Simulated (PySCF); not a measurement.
AlBF₂H₂, B₂FH₃N, BFH₄Si₂ (calculated)

Calculation on a computer-drawn molecule: the log of a Hartree-Fock and frozen-core CCSD(T) single point meant for a local Hartree-Fock minimum, with one planted fault or none, to be diagnosed. Offsets are logged minus clean, where the clean run is the same molecule without the fault. The reference is restricted for singlets and unrestricted otherwise, and also for a bond in bohr or an excited solution. Adding or removing an electron swaps singlet and doublet. The excited solution moves the top pair (singlet) or top alpha electron (doublet) to the lowest empty orbital. Highest occupied and lowest empty are orbital energies over both spins, largest force is the largest gradient component, triples share is (T) over the correlation energy, the T1 limit is 0.02 restricted and 0.045 unrestricted, electrons count all cores, a negative frequency is imaginary (commonest isotopes), and the dipole is about the centre of nuclear charge. Program: PySCF 2.14.0.

Common to all runs: meant charge 0; logged SCF converged yes; logged CC converged yes; logged SCF stable within its kind yes; possible faults no fault, one electron removed, one electron added, multiplicity raised by two, geometry at a saddle point, SCF held on an excited solution, minimal basis STO-3G, one bond length entered in bohr, all coordinates scaled.

```json
{"entry": 1, "formula": "AlBF2H2", "logged_structure": {"atoms_angstrom": [["B", 1.0299, -1.5993, 1.2603], ["Al", 0.7244, -2.5113, -0.637], ["F", -0.6571, -2.2785, -1.5082], ["F", 1.8545, -3.4947, -1.3279], ["H", 1.5397, -0.5184, 1.3659], ["H", 0.7016, -2.1391, 2.2802]]}, "given": {"meant_multiplicity": 1, "meant_basis": "cc-pV(D+d)Z", "logged_electrons": 39, "logged_basis_functions": 75, "logged_spin_squared": 0.7633, "logged_highest_occupied [eV]": -0.96044, "logged_lowest_empty [eV]": 7.0009, "logged_largest_force [hartree/bohr]": 0.051942, "logged_T1_diagnostic": 0.014011, "logged_D1_diagnostic": 0.040853, "logged_triples_share": 0.017573, "logged_dipole_magnitude [debye]": 5.7822, "logged_energy_HF [hartree]": -466.77421, "logged_energy_CCSD(T) [hartree]": -467.3386, "drawn_bonds_atom": [1, 2, 2, 1, 1], "drawn_bonds_other_atom": [2, 3, 4, 5, 6], "drawn_bonds_order": [1, 1, 1, 1, 1]}, "results": {"planted_fault": "one electron added", "HF_energy_offset_from_clean_run [kcal/mol]": -0.02274, "CCSD(T)_energy_offset_from_clean_run [kcal/mol]": -11.2}}
{"entry": 2, "formula": "B2FH3N", "logged_structure": {"atoms_angstrom": [["B", -0.1156, 1.8533, 0.7106], ["N", -0.8597, 0.7288, 1.2985], ["B", -0.9595, -0.6614, 0.7911], ["F", -0.2987, -1.0226, -0.3736], ["H", 0.5575, 1.7846, -0.3352], ["H", -1.3864, 0.9188, 2.181], ["H", -1.6296, -1.5256, 1.3905]]}, "given": {"meant_multiplicity": 2, "meant_basis": "cc-pVDZ", "logged_electrons": 29, "logged_basis_functions": 71, "logged_spin_squared": 0.7538, "logged_highest_occupied [eV]": -9.429, "logged_lowest_empty [eV]": 2.2351, "logged_largest_force [hartree/bohr]": 0.038221, "logged_T1_diagnostic": 0.015569, "logged_D1_diagnostic": 0.049558, "logged_triples_share": 0.025298, "logged_dipole_magnitude [debye]": 2.1821, "logged_energy_HF [hartree]": -205.07157, "logged_energy_CCSD(T) [hartree]": -205.61368, "drawn_bonds_atom": [1, 2, 3, 1, 2, 3], "drawn_bonds_other_atom": [2, 3, 4, 5, 6, 7], "drawn_bonds_order": [1, 1, 1, 1, 1, 1]}, "results": {"planted_fault": "all coordinates scaled, by +4.3 %", "HF_energy_offset_from_clean_run [kcal/mol]": 7.614, "CCSD(T)_energy_offset_from_clean_run [kcal/mol]": 3.267}}
{"entry": 3, "formula": "BFH4Si2", "logged_structure": {"atoms_angstrom": [["F", -0.8972, 0.1177, 1.588], ["Si", -2.4817, 0.4117, 1.83], ["B", -3.3626, 0.8339, 0.0543], ["Si", -2.3371, 0.7768, -1.6612], ["H", -3.0474, -0.802, 2.4566], ["H", -2.5635, 1.5483, 2.7707], ["H", -5.5759, 1.3599, 0.0843], ["H", -1.9597, 2.2367, -1.4631]]}, "given": {"meant_multiplicity": 1, "meant_basis": "cc-pV(D+d)Z", "logged_electrons": 46, "logged_basis_functions": 94, "logged_spin_squared": 1.0057, "logged_highest_occupied [eV]": -9.4296, "logged_lowest_empty [eV]": 0.22473, "logged_largest_force [hartree/bohr]": 0.019068, "logged_T1_diagnostic": 0.065717, "logged_D1_diagnostic": 0.2583, "logged_triples_share": 0.031752, "logged_dipole_magnitude [debye]": 1.2225, "logged_energy_HF [hartree]": -704.18817, "logged_energy_CCSD(T) [hartree]": -704.69416, "drawn_bonds_atom": [1, 2, 3, 2, 2, 3, 4], "drawn_bonds_other_atom": [2, 3, 4, 5, 6, 7, 8], "drawn_bonds_order": [1, 1, 1, 1, 1, 1, 1]}, "results": {"planted_fault": "one bond length entered in bohr, row 6 of the drawn bonds", "HF_energy_offset_from_clean_run [kcal/mol]": 67.08, "CCSD(T)_energy_offset_from_clean_run [kcal/mol]": 70.84}, "notes": ["T1 above single-reference limit"]}
```
